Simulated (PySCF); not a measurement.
From one molecule to another.

First species: C5H7O2 (charge +1).
Structure used (GFN2-xTB), in Å, numbered top down from 1:
```
atom  x, y, z in Å
C1     2.3076   -0.6332   -0.7887
C2     1.2914   -0.6526    0.0550
C3     0.0078    0.1797   -0.1474
C4     0.4757    1.3722    0.4859
O5     0.8508    2.0961    1.2590
O6    -1.0031   -0.2575    0.7034
C7    -2.3387    0.0097    0.3033
H8     3.1485   -1.2912   -0.6382
H9     2.3486   -0.0002   -1.6607
H10    1.2527   -1.2723    0.9386
H11   -0.2793    0.2653   -1.2040
H12   -2.5259   -0.3507   -0.7113
H13   -2.5797    1.0739    0.3708
H14   -2.9569   -0.5396    1.0121
```

Second species: C6H9F.
Cartesian coordinates in Å at the GFN2-xTB level; atoms count from 1:
```xyz
16
C6H9F angstrom
C      2.488    1.392    1.741
C      1.938    0.753    0.714
C      0.511    0.635    0.515
C     -0.041    0.003   -0.519
C     -1.514   -0.124   -0.745
C     -1.952   -1.587   -0.801
F     -1.424   -2.209   -1.907
H      3.555    1.467    1.862
H      1.886    1.866    2.499
H      2.563    0.285   -0.036
H     -0.117    1.106    1.261
H      0.584   -0.474   -1.263
H     -1.777    0.345   -1.698
H     -2.070    0.368    0.054
H     -1.598   -2.145    0.072
H     -3.040   -1.671   -0.886
```

Levels: PBE0/def2-SVPD for HOMO energy, LUMO energy, HOMO–LUMO gap, static isotropic polarisability and electronic spatial extent ⟨r²⟩ about the centre of nuclear charge; TDDFT PBE0/def2-SVPD for lowest singlet excitation; TDA PBE0/def2-SVPD for lowest triplet excitation (Tamm–Dancoff); GFN2-xTB for rotational constant A and rotational constant C. Geometries: GFN2-xTB. Each species is one conformer at its optimised geometry, gas phase, non-relativistic unless stated; the electronic structure was computed with PySCF and density fitting.

Dipoles, sizes and rotational constants follow the conformer. The torsions of the flexible species, by atom-mapped SMILES:
- `[CH2:1]=[CH:2][C@H:3]([C:4]#[O+:5])[O:6][CH3:7]`: C1–C2–C3–C4 -87°, C2–C3–C4–O5 -64°, C2–C3–O6–C7 -156°
- `[CH2:1]=[CH:2]/[CH:3]=[CH:4]/[CH2:5][CH2:6][F:7]`: C1–C2–C3–C4 179°, C3–C4–C5–C6 -121°, C4–C5–C6–F7 -66°

Values for the first species:

| Quantity | Value |
| --- | --- |
| HOMO energy | -13.39 eV |
| LUMO energy | -7.87 eV |
| HOMO–LUMO gap | 5.52 eV |
| Lowest singlet excitation | 4.19 eV |
| Lowest triplet excitation (Tamm–Dancoff) | 3.61 eV |
| Static isotropic polarisability | 64.8 au |
| Electronic spatial extent ⟨r²⟩ about the centre of nuclear charge | 808 bohr² |
| Rotational constant A | 3.673 GHz |
| Rotational constant C | 1.470 GHz |

Estimate the same properties for the second species, and the change in each.

```csv
property,first,second,second less first
HOMO energy,-13.39 eV,-6.68 eV,+6.71 eV
LUMO energy,-7.87 eV,-0.80 eV,+7.07 eV
HOMO–LUMO gap,5.52 eV,5.88 eV,+0.36 eV
lowest singlet excitation,4.19 eV,5.73 eV,+1.54 eV
lowest triplet excitation (Tamm–Dancoff),3.61 eV,3.17 eV,-0.44 eV
static isotropic polarisability,64.8 au,82.0 au,+17.2 au
electronic spatial extent ⟨r²⟩ about the centre of nuclear charge,808 bohr²,1260 bohr²,+452 bohr²
rotational constant A,3.673 GHz,9.155 GHz,+5.482 GHz
rotational constant C,1.470 GHz,0.886 GHz,-0.584 GHz
```

On the first: In wavenumbers S1 is 33800 cm⁻¹ (1 eV = 8065.54 cm⁻¹). The principal polarisabilities are 48.6, 63.1 and 82.5 au; their mean is the isotropic value.

On the second: In wavenumbers S1 is 46200 cm⁻¹ (1 eV = 8065.54 cm⁻¹). The principal polarisabilities are 55.8, 65.3 and 124.8 au; their mean is the isotropic value.
